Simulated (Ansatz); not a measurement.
F₄Se, triplet, at a GFN2-xTB geometry (a higher spin typed on purpose: for a closed-shell molecule this is an excited state); PBE/STO-3G (Ansatz, a program for electronic structure).

Here is a job for Ansatz.
Ansatz 0.2 input:
```yaml
crystal:
  periodic: [false, false, false]
  atoms:
    - {symbol: Se, position_ang: [0.00000000, -0.00000000, 0.00000000]}
    - {symbol: F, position_ang: [1.11281369, 1.52176867, -0.00787047]}
    - {symbol: F, position_ang: [1.52178892, -1.11279517, 0.00644471]}
    - {symbol: F, position_ang: [-1.11281369, -1.52176867, 0.00787047]}
    - {symbol: F, position_ang: [-1.52178892, 1.11279517, -0.00644471]}
basis:
  gaussian:
    orbitals: STO-3G
hamiltonian:
  xc: pbe
magnetization: {spin_polarized: true, initial_magnetization: 2}
accuracy: high
```

It wrote (shortened):

```
Functional definition: PBE
659 factors; integrals over basis functions are off by at most 6.0e-8 eV
mean field evaluation 1: about -75302.8439 eV, gradient 1.5e1 eV
mean field evaluation 2: about -75301.1352 eV, gradient 2.0e1 eV
mean field evaluation 4: about -75304.9657 eV, gradient 3.8e0 eV
mean field evaluation 8: about -75305.0828 eV, gradient 1.7e-2 eV
mean field evaluation 16: about -75305.0828 eV, gradient 5.9e-8 eV
mean field evaluation 32: about -75302.6086 eV, gradient 3.5e-3 eV
mean field evaluation 64: about -75302.4962 eV, gradient 1.6e0 eV
mean field -75305.08281760 eV, -2767.4107499283 hartree, gradient 9.3e-9 eV, S^2 2.002959; 6 other end points of the search recorded, 0 dependent functions left out
reference -75305.08281861 eV, -2767.4107499653 hartree; 36, 34 occupied and 2, 4 virtual orbitals, 659 factors
Total energy: -75305.08281861 eV, -2767.4107499653 hartree
```
